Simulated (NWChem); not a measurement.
Program: NWChem. System: Cl2Hg, charge 0, spin multiplicity 1, at a geometry optimised with PBE0/def2-SVP with def2 effective core potentials on Hg. The structure started from a generated list of species. Level: CCSD(T)/def2-SVP with def2 effective core potentials on Hg, 14 core orbitals frozen.

Output (cleaned and shortened):

```
             Northwest Computational Chemistry Package (NWChem) 7.3.0
             --------------------------------------------------------

                                NWChem Input Module
                                -------------------

 Scaling coordinates for geometry "geometry" by  1.889725989
 (inverse scale =  0.529177249)

 Turning off AUTOSYM since
 SYMMETRY directive was detected!

                             Geometry "geometry" -> ""
                             -------------------------

 Output coordinates in angstroms (scale by  1.889725989 to convert to a.u.)

  No.       Tag          Charge          X              Y              Z
 ---- ---------------- ---------- -------------- -------------- --------------
    1 Hg                  80.0000     0.00000000     0.00000000     0.00000000
    2 Cl                  17.0000     0.00000000     0.00000000     2.28228400
    3 Cl                  17.0000     0.00000000     0.00000000    -2.28228400

 Effective nuclear repulsion energy (a.u.)     664.1716060576

            Nuclear Dipole moment (a.u.)
            ----------------------------
        X                 Y               Z
 ---------------- ---------------- ----------------
     0.0000000000     0.0000000000     0.0000000000

      Symmetry information
      --------------------

 Group name             D2h
 Group number             26
 Group order               8
 No. of unique centers     2

      Symmetry unique atoms

     1    2


 Summary of "ao basis" -> "" (spherical)
 ------------------------------------------------------------------------------
       Tag                 Description            Shells   Functions and Types
 ---------------- ------------------------------  ------  ---------------------
 *                          def2-svp                  on all atoms

 Summary of "ao basis" -> "ao basis" (spherical)
 ------------------------------------------------------------------------------
       Tag                 Description            Shells   Functions and Types
 ---------------- ------------------------------  ------  ---------------------
 Hg                         def2-svp                12       32   6s3p2d1f
 Cl                         def2-svp                 8       18   4s3p1d

                                 NWChem SCF Module
                                 -----------------

  ao basis        = "ao basis"
  functions       =    68
  atoms           =     3
  closed shells   =    27
  open shells     =     0
  charge          =   0.00
  wavefunction    = RHF
  use symmetry    = T
  symmetry adapt  = T

 Summary of "ao basis" -> "ao basis" (spherical)
 ------------------------------------------------------------------------------
       Tag                 Description            Shells   Functions and Types
 ---------------- ------------------------------  ------  ---------------------
 Hg                         def2-svp                12       32   6s3p2d1f
 Cl                         def2-svp                 8       18   4s3p1d

      Symmetry analysis of basis
      --------------------------

        ag         19
        au          2
        b1g         3
        b1u        14
        b2g         6
        b2u         9
        b3g         6
        b3u         9

 Forming initial guess at       0.1s

      Superposition of Atomic Density Guess
      -------------------------------------

 Sum of atomic energies:       -1092.79192937

      Non-variational initial energy
      ------------------------------

 Total energy =   -1071.478259
 1-e energy   =   -1921.852596
 2-e energy   =     659.203281
 HOMO         =      -0.400030
 LUMO         =      -0.060797

      Symmetry analysis of molecular orbitals - initial
      -------------------------------------------------

 !! scf_movecs_sym_adapt:   40 vectors were symmetry contaminated

  Symmetry fudging

 !! scf_movecs_sym_adapt:   38 vectors were symmetry contaminated

  Numbering of irreducible representations:

     1 ag          2 au          3 b1g         4 b1u         5 b2g
     6 b2u         7 b3g         8 b3u

  Orbital symmetries:

     1 b1u         2 ag          3 ag          4 b1u         5 ag
[...]
   2     -0.5559336841 -1.188D-02  9.386D-02     2.70     0.00     2.58
   3     -0.5563930455 -4.594D-04  4.225D-02     2.62     0.00     2.51
   4     -0.5579412611 -1.548D-03  9.846D-03     2.54     0.00     2.45
   5     -0.5582817290 -3.405D-04  2.664D-03     2.58     0.00     2.48
   6     -0.5582233695  5.836D-05  9.119D-04     2.62     0.00     2.51
   7     -0.5582262773 -2.908D-06  3.851D-04     2.50     0.00     2.39
   8     -0.5582234271  2.850D-06  1.531D-04     2.51     0.00     2.40
   9     -0.5582259328 -2.506D-06  1.045D-05     2.56     0.00     2.46
  10     -0.5582264311 -4.983D-07  2.249D-06     2.43     0.00     2.33
  11     -0.5582266468 -2.157D-07  7.614D-07     2.44     0.00     2.31
                  *************converged*************
-------------------------------------------------------------------------

 -----------
 CCSD Energy
 -----------
 Reference energy:           -1071.290389844779611
 CCSD corr. energy:             -0.558226646833004
 Total CCSD energy:          -1071.848616491612574

 --------------------------------
 Spin Component Scaled (SCS) CCSD
 --------------------------------
 Same spin contribution:                 -0.161823969402899
 Same spin scaling factor:                1.130000000000000
 Opposite spin contribution:             -0.396402677430105
 Opposite spin scaling fact.:             1.270000000000000
 SCS-CCSD correlation energy:            -0.686292485761509
 Total SCS-CCSD energy:               -1071.976682330541053
 memory            104835372

*********triples calculation*********

nkpass=    1; nvpass=    1; memdrv=         140589; memtrn=        2291940; memavail=      104834820
 memory available/node                      104834820
 total number of virtual orbitals        41
 number of virtuals per integral pass    41
 number of integral evaluations           1
 number of occupied per triples pass     13
 number of triples passes                 1

 commencing integral evaluation        1 at          29.08
  symmetry use  T
task         2 out of       406 done   0%  at       0.0 secs
task        21 out of       406 done   5%  at       0.3 secs
task        43 out of       406 done  10%  at       0.4 secs
task        62 out of       406 done  15%  at       0.6 secs
task        82 out of       406 done  20%  at       0.6 secs
task       107 out of       406 done  26%  at       0.7 secs
task       127 out of       406 done  31%  at       0.8 secs
task       143 out of       406 done  35%  at       0.8 secs
task       163 out of       406 done  40%  at       0.9 secs
task       183 out of       406 done  45%  at       1.0 secs
task       209 out of       406 done  51%  at       1.0 secs
task       224 out of       406 done  55%  at       1.0 secs
task       245 out of       406 done  60%  at       1.1 secs
task       264 out of       406 done  65%  at       1.1 secs
task       287 out of       406 done  70%  at       1.2 secs
task       305 out of       406 done  75%  at       1.2 secs
task       325 out of       406 done  80%  at       1.2 secs
task       348 out of       406 done  85%  at       1.3 secs
task       367 out of       406 done  90%  at       1.3 secs
task       386 out of       406 done  95%  at       1.4 secs
task       406 out of       406 done 100%  at       1.4 secs
 commencing triples evaluation - blocking       1
 ccsd(t): done        1 out of       41 progress:    2.4%
 ccsd(t): done        2 out of       41 progress:    4.9%
 ccsd(t): done        3 out of       41 progress:    7.3%
 ccsd(t): done        4 out of       41 progress:    9.8%
 ccsd(t): done        5 out of       41 progress:   12.2%
 ccsd(t): done        6 out of       41 progress:   14.6%
 ccsd(t): done        7 out of       41 progress:   17.1%
 ccsd(t): done        8 out of       41 progress:   19.5%
 ccsd(t): done        9 out of       41 progress:   22.0%
 ccsd(t): done       10 out of       41 progress:   24.4%
 ccsd(t): done       11 out of       41 progress:   26.8%
 ccsd(t): done       12 out of       41 progress:   29.3%
 ccsd(t): done       13 out of       41 progress:   31.7%
 ccsd(t): done       14 out of       41 progress:   34.1%
 ccsd(t): done       15 out of       41 progress:   36.6%
 ccsd(t): done       16 out of       41 progress:   39.0%
 ccsd(t): done       17 out of       41 progress:   41.5%
 ccsd(t): done       18 out of       41 progress:   43.9%
 ccsd(t): done       19 out of       41 progress:   46.3%
 ccsd(t): done       20 out of       41 progress:   48.8%
 ccsd(t): done       21 out of       41 progress:   51.2%
 ccsd(t): done       22 out of       41 progress:   53.7%
 ccsd(t): done       23 out of       41 progress:   56.1%
 ccsd(t): done       24 out of       41 progress:   58.5%
 ccsd(t): done       25 out of       41 progress:   61.0%
 ccsd(t): done       26 out of       41 progress:   63.4%
 ccsd(t): done       27 out of       41 progress:   65.9%
 ccsd(t): done       28 out of       41 progress:   68.3%
 ccsd(t): done       29 out of       41 progress:   70.7%
 ccsd(t): done       30 out of       41 progress:   73.2%
 ccsd(t): done       31 out of       41 progress:   75.6%
 ccsd(t): done       32 out of       41 progress:   78.0%
 ccsd(t): done       33 out of       41 progress:   80.5%
 ccsd(t): done       34 out of       41 progress:   82.9%
 ccsd(t): done       35 out of       41 progress:   85.4%
 ccsd(t): done       36 out of       41 progress:   87.8%
 ccsd(t): done       37 out of       41 progress:   90.2%
 ccsd(t): done       38 out of       41 progress:   92.7%
 ccsd(t): done       39 out of       41 progress:   95.1%
 ccsd(t): done       40 out of       41 progress:   97.6%
 ccsd(t): done       41 out of       41 progress:  100.0%
 Time for integral evaluation pass     1        1.48
 Time for triples evaluation pass      1        2.50

 pseudo-e(mp4)  -0.12495127099617E-01
 pseudo-e(mp5)   0.10823492209510E-02
        e(t)    -0.11412777878666E-01

 --------------
 CCSD(T) Energy
 --------------
 Reference energy:                   -1071.290389844779611

 CCSD corr. energy:                     -0.558226646833004
 T(CCSD) corr. energy:                  -0.012495127099617
 Total CCSD+T(CCSD) energy:          -1071.861111618712130

 CCSD corr. energy:                     -0.558226646833004
 (T) corr. energy:                      -0.011412777878666
 Total CCSD(T) energy:               -1071.860029269491179

 routine      calls  cpu(0)   cpu-min  cpu-ave  cpu-max   i/o
 aoccsd          1     0.02     0.02     0.02     0.02    0.00
 iterdrv         1     0.02     0.02     0.02     0.02    0.00
 pampt          11     0.08     0.08     0.08     0.08    0.00
 t2pm           11     0.15     0.15     0.15     0.15    0.00
 sxy            11     0.28     0.28     0.28     0.28    0.00
 ints      1649406    19.30    19.30    19.30    19.30    0.00
 t2eri        4466     5.93     5.93     5.93     5.93    0.00
 idx2         4466     0.78     0.78     0.78     0.78    0.00
 idx34          11     0.08     0.08     0.08     0.08    0.00
 ht2pm          11     0.16     0.16     0.16     0.16    0.00
 itm            11     0.81     0.81     0.81     0.81    0.00
 pdiis          11     0.02     0.02     0.02     0.02    0.00
 triples         1     0.00     0.00     0.00     0.00    0.00
 rdtrpo          1     0.02     0.02     0.02     0.02    0.00
 trpmos          1     1.48     1.48     1.48     1.48    0.00
 trpdrv          1     0.37     0.37     0.37     0.37    0.00
 dovvv       97006     0.86     0.86     0.86     0.86    0.00
 doooo       97006     0.39     0.39     0.39     0.39    0.00
 tengy       90077     0.81     0.81     0.81     0.81    0.00
 Total                31.54    31.54    31.54    31.54    0.00

 Task  times  cpu:       33.8s     wall:       33.8s

 Total times  cpu:       33.8s     wall:       33.8s
```

Question: Write an NWChem input that would produce this output.

Answer: Several could match; the one computed here: 
```
start mol
memory heap 100 mb stack 700 mb global 1900 mb
geometry units angstroms nocenter noautoz
  Hg     0.000000     0.000000     0.000000
  Cl     0.000000     0.000000     2.282284
  Cl     0.000000     0.000000    -2.282284
  symmetry group D2h
end
basis spherical
  * library def2-svp
end
ecp
  Hg library def2-ecp
end
scf
  rhf
  nopen 0
  maxiter 100
  thresh 1e-7
  semidirect memsize 60000000 filesize 0
end
ccsd
  freeze core 14
  maxiter 60
end
task ccsd(t) energy
```
